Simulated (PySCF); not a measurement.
FIn, charge +1, doublet, geometry from GFN2-xTB (such geometries of metal compounds can be far from the true shape) (a state made from the parent by changing its charge; the spin is typed, not shown lowest) (all electrons, no relativity), with bond 2-1 at 1.6 times its length; M062X/STO-3G in PySCF.

Here is a job for PySCF.
```python
from pyscf import gto, scf, dft

mol = gto.M(
    atom='''
In   -0.000000   -0.000000   -0.354956
F     0.000000    0.000000    3.305031
''',
    basis='sto-3g',
    charge=1,
    spin=1,
    verbose=4,
)

mf = dft.UKS(mol)
mf.xc = 'm062x'
mf.init_guess = '1e'
mf.kernel()
mf.analyze()
```

Q: What does PySCF print? Leave out banner, timings and long lists.

A: 
```
PySCF version 2.14.0

[INPUT] verbose = 4
[INPUT] num. atoms = 2
[INPUT] num. electrons = 57
[INPUT] charge = 1
[INPUT] spin (= nelec alpha-beta = 2S) = 1
[INPUT] symmetry False subgroup None
[INPUT] Mole.unit = angstrom
[INPUT] Symbol           X                Y                Z      unit          X                Y                Z       unit  Magmom
[...]
nuclear repulsion = 63.7617428738736
number of shells = 14
number of NR pGTOs = 96
number of NR cGTOs = 32
basis = sto-3g
ecp = {}

******** <class 'pyscf.dft.uks.UKS'> ********
method = UKS
initial guess = 1e
damping factor = 0
level_shift factor = 0
DIIS = <class 'pyscf.scf.diis.CDIIS'>
diis_start_cycle = 1
diis_space = 8
diis_damp = 0
SCF conv_tol = 1e-09
SCF conv_tol_grad = None
SCF max_cycles = 50
direct_scf = True
direct_scf_tol = 1e-13
number electrons alpha = 29  beta = 28
XC library pyscf.dft.libxc version 7.1.2
    S. Lehtola, C. Steigemann, M. J. T. Oliveira, and M. A. L. Marques,  SoftwareX 7, 1–5 (2018)
XC functionals = m062x
    Y. Zhao and D. G. Truhlar,  Theor. Chem. Acc. 120, 215 (2008)
    Y. Zhao and D. G. Truhlar,  Theor. Chem. Acc. 120, 215 (2008)
radial grids:
    Treutler-Ahlrichs [JCP 102, 346 (1995); DOI:10.1063/1.469408] (M4) radial grids

becke partition: Becke, JCP 88, 2547 (1988); DOI:10.1063/1.454033
pruning grids: <function nwchem_prune>
grids dens level: 3
symmetrized grids: False
atomic radii adjust function: <function treutler_atomic_radii_adjust>
small_rho_cutoff = 0
Set gradient conv threshold to 3.16228e-05
Initial guess from hcore.

tot grids = 36136
init E= -5765.78164647108

cycle= 1 E= -5771.0230541599  delta_E= -5.24  |g|= 0.757  |ddm|= 4.25

cycle= 2 E= -5766.05951277515  delta_E= 4.96  |g|= 0.235  |ddm|= 4.24
cycle= 3 E= -5781.9570085981  delta_E= -15.9  |g|= 0.301  |ddm|= 4.23
cycle= 4 E= -5782.08963207285  delta_E= -0.133  |g|= 0.234  |ddm|= 0.487

cycle= 5 E= -5782.4783177183  delta_E= -0.389  |g|= 0.126  |ddm|= 1.74
cycle= 6 E= -5782.49872542193  delta_E= -0.0204  |g|= 0.0808  |ddm|= 0.207
cycle= 7 E= -5782.52369807399  delta_E= -0.025  |g|= 0.132  |ddm|= 0.222

cycle= 8 E= -5779.33051727724  delta_E= 3.19  |g|= 1.02  |ddm|= 3.09
cycle= 9 E= -5771.97660733035  delta_E= 7.35  |g|= 1.13  |ddm|=  2.2
cycle= 10 E= -5772.07971221277  delta_E= -0.103  |g|= 1.28  |ddm|= 0.0709
cycle= 11 E= -5771.71430990557  delta_E= 0.365  |g|= 0.494  |ddm|= 0.33
cycle= 12 E= -5782.71708503337  delta_E=  -11  |g|= 0.304  |ddm|= 3.78
cycle= 13 E= -5782.60822209395  delta_E= 0.109  |g|= 0.264  |ddm|= 0.317
cycle= 14 E= -5782.57046139824  delta_E= 0.0378  |g|= 0.219  |ddm|= 0.152
cycle= 15 E= -5783.06697518147  delta_E= -0.497  |g|= 0.116  |ddm|= 1.57
cycle= 16 E= -5782.62579703174  delta_E= 0.441  |g|= 0.265  |ddm|= 1.56
cycle= 17 E= -5782.53147646136  delta_E= 0.0943  |g|= 0.155  |ddm|= 0.34

cycle= 18 E= -5771.81362220633  delta_E= 10.7  |g|= 0.804  |ddm|= 3.86

cycle= 19 E= -5771.70070941105  delta_E= 0.113  |g|= 0.366  |ddm|= 1.75

cycle= 20 E= -5780.2404231188  delta_E= -8.54  |g|= 1.31  |ddm|= 3.02

cycle= 21 E= -5780.49854001199  delta_E= -0.258  |g|= 1.19  |ddm|= 0.204
cycle= 22 E= -5771.80422602749  delta_E= 8.69  |g|= 0.739  |ddm|= 3.02
cycle= 23 E= -5782.609673192  delta_E= -10.8  |g|= 0.311  |ddm|= 3.14
cycle= 24 E= -5780.53762944129  delta_E= 2.07  |g|= 1.12  |ddm|= 1.77
cycle= 25 E= -5782.50068751598  delta_E= -1.96  |g|= 0.078  |ddm|= 2.91
cycle= 26 E= -5782.54541127518  delta_E= -0.0447  |g|= 0.19  |ddm|=  0.3
cycle= 27 E= -5782.51630131816  delta_E= 0.0291  |g|= 0.107  |ddm|= 0.166
cycle= 28 E= -5771.68220136654  delta_E= 10.8  |g|= 0.341  |ddm|= 3.88
cycle= 29 E= -5771.82715793901  delta_E= -0.145  |g|= 0.845  |ddm|= 0.198

cycle= 30 E= -5771.69569070456  delta_E= 0.131  |g|= 0.414  |ddm|= 0.168

cycle= 31 E= -5771.72095099819  delta_E= -0.0253  |g|= 0.465  |ddm|= 1.74
cycle= 32 E= -5771.69948007757  delta_E= 0.0215  |g|= 0.363  |ddm|= 0.0538
cycle= 33 E= -5771.72055711746  delta_E= -0.0211  |g|= 0.463  |ddm|= 0.0467

cycle= 34 E= -5783.08885226061  delta_E= -11.4  |g|= 0.0874  |ddm|= 3.55
cycle= 35 E= -5782.5098500382  delta_E= 0.579  |g|= 0.0753  |ddm|= 1.59
cycle= 36 E= -5782.52093514159  delta_E= -0.0111  |g|= 0.111  |ddm|= 0.102
cycle= 37 E= -5782.51502152232  delta_E= 0.00591  |g|= 0.0886  |ddm|= 0.0496

cycle= 38 E= -5776.14307148502  delta_E= 6.37  |g|= 1.11  |ddm|= 3.49

cycle= 39 E= -5771.70428593471  delta_E= 4.44  |g|= 0.454  |ddm|= 1.62
cycle= 40 E= -5783.09304737936  delta_E= -11.4  |g|= 0.0767  |ddm|= 3.51
cycle= 41 E= -5771.72641270996  delta_E= 11.4  |g|= 0.546  |ddm|=  3.5
cycle= 42 E= -5771.7344786911  delta_E= -0.00807  |g|= 0.575  |ddm|= 1.75
cycle= 43 E= -5771.71911273633  delta_E= 0.0154  |g|= 0.516  |ddm|= 1.75
cycle= 44 E= -5783.11107188748  delta_E= -11.4  |g|= 0.0251  |ddm|= 3.54
cycle= 45 E= -5783.11340925687  delta_E= -0.00234  |g|= 0.00561  |ddm|= 0.157
cycle= 46 E= -5783.11358546053  delta_E= -0.000176  |g|= 0.00341  |ddm|= 0.0381
cycle= 47 E= -5783.11371650456  delta_E= -0.000131  |g|= 0.00177  |ddm|= 0.056
cycle= 48 E= -5783.11374198011  delta_E= -2.55e-05  |g|= 0.000512  |ddm|= 0.0247
cycle= 49 E= -5783.1137438189  delta_E= -1.84e-06  |g|= 0.000314  |ddm|= 0.00721
cycle= 50 E= -5783.11374429893  delta_E= -4.8e-07  |g|= 0.000247  |ddm|= 0.00143
SCF not converged.
SCF energy = -5783.11374429893 after 50 cycles  <S^2> = 0.75020886  2S+1 = 2.0002088
**** SCF Summaries ****
Total Energy =                       -5783.113744298930214
Nuclear Repulsion Energy =              63.761742873873601
One-electron Energy =                -8121.960735039525389
Two-electron Energy =                 2275.085247866721147
Two-electron Coulomb Energy =         2442.249756233336484
DFT Exchange-Correlation Energy =     -167.164508366615422
**** MO energy ****
                             alpha | beta                alpha | beta
[...]
To work with the spin densities directly, `use mulliken_meta_spin()` only printing them here.

 ** Mulliken spin pop alpha/beta on meta-lowdin orthogonal AOs **
 ** Mulliken Spin Density (per AO)  **
spin_pop of  0 In 1s        0.00000
spin_pop of  0 In 2s        0.00000
spin_pop of  0 In 3s        0.00000
spin_pop of  0 In 4s        0.00000
spin_pop of  0 In 5s        0.00001
spin_pop of  0 In 2px      -0.00000
spin_pop of  0 In 2py       0.00000
spin_pop of  0 In 2pz      -0.00000
spin_pop of  0 In 3px       0.00000
spin_pop of  0 In 3py       0.00000
spin_pop of  0 In 3pz      -0.00000
spin_pop of  0 In 4px      -0.00000
spin_pop of  0 In 4py       0.00000
spin_pop of  0 In 4pz      -0.00000
spin_pop of  0 In 5px      -0.00002
spin_pop of  0 In 5py       0.00002
spin_pop of  0 In 5pz      -0.00186
spin_pop of  0 In 3dxy      0.00000
spin_pop of  0 In 3dyz      0.00000
spin_pop of  0 In 3dz^2     0.00000
spin_pop of  0 In 3dxz     -0.00000
spin_pop of  0 In 3dx2-y2    0.00000
spin_pop of  0 In 4dxy      0.00000
spin_pop of  0 In 4dyz      0.00000
spin_pop of  0 In 4dz^2     0.00000
spin_pop of  0 In 4dxz     -0.00000
spin_pop of  0 In 4dx2-y2    0.00000
spin_pop of  1 F 1s       -0.00000
spin_pop of  1 F 2s        0.00002
spin_pop of  1 F 2px       0.01788
spin_pop of  1 F 2py       0.98212
spin_pop of  1 F 2pz       0.00183
 ** Mulliken Spin Density (per atom)  **
spin density of  0 In =     -0.00185
spin density of  1 F =      1.00185
 ** Mulliken pop alpha/beta on meta-lowdin orthogonal AOs **
 ** Mulliken pop       alpha | beta **
[...]
In total            29.00000 | 28.00000
 ** Mulliken atomic charges   ( Nelec_alpha | Nelec_beta ) **
charge of  0In =      0.99112  (    24.00352     24.00537 )
charge of  1F =      0.00888  (     4.99648      3.99463 )

WARN: System has nonzero charge 1; the dipole moment is origin-dependent.
Location of origin: [0. 0. 0.]

Dipole moment(X, Y, Z, Debye):  0.00000, -0.00000, -1.53829
```

The run did not converge; its last values are not results.
